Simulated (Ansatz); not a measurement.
The cluster Ge₃Cl⁻. Charge -1, multiplicity 3. Geometry r2SCAN-D4/def2-SVP, that of the neutral doublet; atoms count from 1.

```xyz
4

Ge    0.6815   -0.7611   -0.8743
Ge   -1.5452    0.0536   -1.2864
Ge   -0.7746    0.5849    0.9305
Cl    1.6383    0.1226    1.2302
```

The highest occupied level of the charge -1 triplet lies above zero (up to 0.36 eV). By energy differences its removal costs 1.18 eV (vertical, to the charge 0 doublet, at PBE0-D4/def2-TZVPD); a positive level beside a positive removal energy at the same level points to self-interaction error. At PBE0-D4/def2-TZVPD a singlet of charge -1 lies 0.82 eV below the triplet at the same geometry. The structure comes from a short search, and lower isomers may exist.

(1) Estimate the Mulliken populations from the PBE0/def2-TZVPD orbitals of Ansatz.

(2) Where does the spin sit?

(3) And the Mayer bond orders between bonded heavy atoms (over 0.3)?

Answers

(1) 
```
atom  charge (e)  spin (α − β)
 Ge1       -0.13          0.81
 Ge2       -0.27          0.31
 Ge3       -0.13          0.81
 Cl4       -0.46          0.08
```
Mulliken values and Mayer orders depend strongly on the basis. With diffuse functions, as here, like atoms can get unlike values, and bond orders can come out too low or too high.

(2) Summed by element: Ge 1.92, Cl 0.08, of 2 unpaired in all. Largest on single atoms: Ge1 0.81, Ge3 0.81, Ge2 0.31.

(3) Ge1–Ge2 1.20 (2.41 Å); Ge1–Ge3 0.71 (2.68 Å); Ge1–Cl4 0.45 (2.47 Å); Ge2–Ge3 1.20 (2.41 Å); Ge3–Cl4 0.45 (2.48 Å).
